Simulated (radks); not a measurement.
Species: S2+. Configuration: [Ne] 3s2 3p2. Calculated with a radial shooting solver on a logarithmic mesh with Libxc functionals: non-relativistic Kohn-Sham, BLYP, spin-unpolarised, spherical densities, point nucleus.

Normalised radial functions P(r) = r R(r), r in bohr:

```
   r/bohr * 2p, o 3s (the largest magnitude, 1.44, reaches the edge; | marks zero, & curves that meet)
 0.008171                             * o
  0.01039                             * o
  0.01321                             * o
  0.01679                             |* o
  0.02134                             |* o
  0.02713                             |*  o
  0.03449                             | * o
  0.04384                             |  *o
  0.05574                             |   o*
  0.07085                             |   o  *
  0.09007                             |  o      *
   0.1145                             |o           *
   0.1444                            o|                *
   0.1836                         o   |                    *
   0.2334                      o      |                        *
   0.2967                     o       |                          *
   0.3771                     o       |                          *
   0.4794                        o    |                       *
   0.6095                             o                  *
   0.7748                             |      o     *
    0.985                             |      *     o
    1.252                             |  *            o
    1.592                             |*              o
    2.024                             *           o
    2.572                             *      o
     3.27                             *  o
    4.157                             *o
    5.285                             &
```

2p: eigenvalue -182.34 eV, 0 radial nodes, <r> = 0.442 bohr, 90 % of the charge inside 0.737 bohr. 3s: eigenvalue -39.101 eV, 2 radial nodes at r = 0.130, 0.600 bohr, <r> = 1.58 bohr, 90 % of the charge inside 2.36 bohr.
